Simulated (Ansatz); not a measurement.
Cost and result up the ladder for Ge₂₃H₃₀, a nanocrystal cut from hexagonal germanium (53 atoms). Total charge 0; singlet. Geometry: PBE-D4/def2-SVP.

Cartesian coordinates in Å:
```
Ge -5.030 -1.453 1.475
Ge -4.051 -0.657 -0.632
Ge -2.304 0.644 3.525
Ge -3.298 -1.572 3.201
Ge -1.327 1.430 1.402
Ge -1.652 -0.240 -0.364
Ge 0.303 2.787 -2.189
Ge -0.664 0.553 -2.478
Ge 1.274 3.580 -4.302
Ge 1.005 1.894 -6.049
Ge -1.530 -3.109 2.481
Ge -0.557 -2.311 0.361
Ge 1.083 -0.989 -3.243
Ge 2.063 -0.195 -5.352
Ge -0.564 0.531 5.245
Ge 1.072 1.861 1.661
Ge 2.034 2.660 -0.462
Ge 1.189 -1.011 4.507
Ge 0.213 -3.234 4.197
Ge 2.149 -0.220 2.379
Ge 1.846 -1.895 0.616
Ge 3.768 1.123 -1.248
Ge 2.811 -1.114 -1.512
H -6.163 -0.487 1.932
H -5.661 -2.861 1.267
H -4.752 0.659 -1.083
H -4.267 -1.714 -1.754
H -3.416 1.648 3.965
H -3.904 -2.072 4.550
H -2.041 2.750 0.973
H -0.824 3.763 -1.728
H -1.781 0.626 -3.568
H 0.607 4.920 -4.729
H 2.793 3.853 -4.096
H -0.513 1.639 -6.274
H 1.610 2.394 -7.393
H -2.143 -4.525 2.248
H -0.774 -3.398 -0.739
H 0.449 -2.398 -3.453
H 1.911 -1.281 -6.457
H 3.585 0.057 -5.144
H -1.179 0.036 6.589
H 0.038 1.947 5.485
H 1.277 2.948 2.764
H 2.654 4.077 -0.246
H 2.318 -1.077 5.583
H -0.399 -3.740 5.538
H 1.316 -4.243 3.760
H 3.677 0.042 2.567
H 2.548 -3.221 1.047
H 4.322 1.619 -2.618
H 4.952 1.086 -0.239
H 3.928 -2.106 -1.967
```

Ansatz on 11 threads of AMD EPYC 7R13 on a shared host and a whole NVIDIA H100 80GB HBM3. Times are rough, and most runs start from the orbitals of an earlier one. No level here is sound enough to serve as a yardstick. Binding counts from free atoms at the same level (Ge triplet, H doublet; other spins of the atoms weren't run), without zero-point energy or a counterpoise term.

Correlated methods freeze 207 core orbitals; core or outer-core shells of Ge are correlated, in sets that lack core-valence functions. The rows differ in basis, and correlated rows in double-zeta sets carry the largest basis error. Single mean-field runs in def2-SVP, def2-TZVP are fitted with def2-universal-jkfit.

Correlated methods converge slowly with the basis, most of all in double-zeta sets.

```csv
level,functions,wall time
PBE-D4/def2-SVP,886,4.6 s
r2SCAN-D4/def2-SVP,886,5.5 s
PBE-D4/def2-TZVP,1284,7.5 s
PBE0-D4/def2-SVP (with forces),886,15 s
BHLYP-D4/def2-SVP (with forces),886,15 s
PBE0-D4/def2-TZVP,1284,17 s
MP2/def2-SVP,886,19 s
```

Q: Estimate what each level gives for the binding energy per atom (eV).

A: 
| level | binding energy per atom (eV) |
| --- | --- |
| PBE-D4/def2-SVP | 2.94 |
| r2SCAN-D4/def2-SVP | 2.96 |
| PBE-D4/def2-TZVP | 2.94 |
| PBE0-D4/def2-SVP (with forces) | 2.94 |
| BHLYP-D4/def2-SVP (with forces) | 2.89 |
| PBE0-D4/def2-TZVP | 2.94 |
| MP2/def2-SVP | 2.75 |
